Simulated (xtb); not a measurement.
Input file for xtb: GFN1-xTB on HTe+, 2S+1 = 3, a spin state set in the input, which need not be the lowest, a point of a bond scan (R = 1.554 Å). Charge +1.

```
$ xtb mol.xyz --gfn 1 --sp --chrg 1 --uhf 2
2

Te     0.00000000     0.00000000     0.00000000
H      0.00000000     0.00000000     1.55373700
```

Q: Predict the final total energy.

A: -3.6916 hartree.
